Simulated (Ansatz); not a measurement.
Geometry optimisation, Ansatz, RHF/def2-SVP.

The input (input.yaml):

```yaml
crystal:
  periodic: [false, false, false]
  atoms:
    - { symbol: Ge, position_ang: [-0.496461, -0.149701, -0.373058] }
    - { symbol: F, position_ang: [-0.027142, 0.715549, 2.336152] }
    - { symbol: H, position_ang: [0.781251, -0.758764, 0.14114] }
    - { symbol: F, position_ang: [-0.248719, 1.487181, -0.781805] }
    - { symbol: F, position_ang: [-0.892218, -0.902625, -1.862154] }
    - { symbol: S, position_ang: [-2.356699, -0.339923, 0.850672] }
    - { symbol: H, position_ang: [-2.957032, -1.231085, 0.059388] }
    - { symbol: H, position_ang: [-0.71658, 0.306568, 2.766865] }
basis:
  gaussian: { orbitals: def2-SVP }
hamiltonian:
  xc: hf
relax:
  f_tol: 0.03
  max_steps: 50
```

Command:

```bash
$ ansatz run input.yaml --threads 2 --pin off --max-ram 3072MiB --backend cpu --events-out ev --progress --plain --runs-dir out
```

Task: Where does it end, and by what steps?

Result: The forces met the threshold. After 33 steps the energy has fallen by 0.188 eV; H8 moved furthest, 1.38 Å.

| step | energy less start (eV) | largest force component (eV/Å) | accepted |
| --- | --- | --- | --- |
| 0 | 0.0000 | 0.451 | yes |
| 2 | -0.0126 | 1.162 | no |
| 4 | -0.0410 | 0.109 | yes |
| 6 | -0.0602 | 0.198 | yes |
| 8 | -0.0718 | 0.181 | yes |
| 10 | -0.0772 | 0.124 | yes |
| 12 | -0.0859 | 0.490 | yes |
| 14 | -0.0548 | 1.794 | no |
| 16 | -0.1069 | 0.103 | yes |
| 18 | -0.0538 | 2.521 | no |
| 20 | -0.1277 | 0.588 | yes |
| 22 | -0.1549 | 0.070 | yes |
| 24 | -0.1697 | 0.193 | yes |
| 26 | -0.1738 | 0.835 | yes |
| 28 | -0.1858 | 0.119 | yes |
| 30 | -0.1877 | 0.109 | yes |
| 32 | -0.1883 | 0.041 | yes |
| 33 | -0.1884 | 0.007 | yes |

```xyz
8
Properties=species:S:1:pos:R:3
Ge -0.611 -0.378 -0.191
F 0.001 0.595 2.575
H 0.716 -1.004 0.152
F -0.502 1.319 0.123
F -0.846 -0.410 -1.886
S -2.415 -1.224 0.713
H -3.128 -1.105 -0.412
H -0.129 1.333 2.063
```

Whether the end is a true minimum wasn't checked by a vibrational analysis.

Run time: 27 s on 2 threads of AMD EPYC 9R45 96-Core Processor (Zen 5) (shared host), peak memory 0.25 GiB.
